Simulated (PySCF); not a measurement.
# Magnetisability: SMILES C=C(F)/C=C\C(F)F, C$_{5}$H$_{5}$F$_{3}$

Geometry (Å), atoms numbered from 1 in this order:
```xyz
13

C    -2.486   -0.265   -0.221
C    -1.189   -0.357    0.055
F    -0.678   -1.583    0.311
C    -0.273    0.766    0.105
C     1.032    0.785    0.374
C     1.926   -0.372    0.701
F     2.515   -0.164    1.910
F     2.947   -0.426   -0.199
H    -2.944    0.683   -0.431
H    -3.108   -1.141   -0.240
H    -0.760    1.706   -0.111
H     1.563    1.727    0.367
H     1.451   -1.360    0.726
```

Method used: GIAO B97-2/pcSseg-1 magnetisability, rotational g tensor and spin-rotation constants, non-relativistic, gas phase in PySCF. Geometry: GFN2-xTB.

(1) How diamagnetic is it, and how anisotropic?

(2) Split it along the inertial axes a, b, c into diamagnetic and paramagnetic parts about the centre of mass, with the quadrupole moment.

(3) And the rotational g tensor?

Results:

(1) Isotropic -960 × 10⁻³⁰ J/T², or -57.8 × 10⁻⁶ cm³/mol; principal values -1117, -936, -827 × 10⁻³⁰ J/T², anisotropy 254 × 10⁻³⁰ J/T² (root of half the summed squared differences of the principal values). The susceptibility is in cgs units.

(2) 
| axis | χ (10⁻⁶ cm³/mol) | diamagnetic (10⁻⁶ cm³/mol) | paramagnetic (10⁻⁶ cm³/mol) | summed x² of all electrons (Å²) | quadrupole Θ (D Å) |
| --- | --- | --- | --- | --- | --- |
| a | -56.3 | -337.7 | 281.4 | 237.5 | +0.75 |
| b | -49.8 | -1140.6 | 1090.8 | 48.2 | +5.68 |
| c | -67.3 | -1212.0 | 1144.7 | 31.4 | -6.43 |

Anisotropies 2χaa − χbb − χcc = +4.5 and 2χbb − χaa − χcc = +23.9 × 10⁻⁶ cm³/mol. Θ is traceless in Buckingham's convention.

(3) 
| axis | rotational constant (GHz) | g | nuclear part | electronic part |
| --- | --- | --- | --- | --- |
| a | 4.4156 | -0.0483 | 0.5354 | -0.5837 |
| b | 1.0496 | -0.0161 | 0.5218 | -0.5379 |
| c | 0.9976 | -0.0038 | 0.5327 | -0.5365 |

Asymmetric top; isotopes 12C, 19F, 1H; no vibrational averaging.
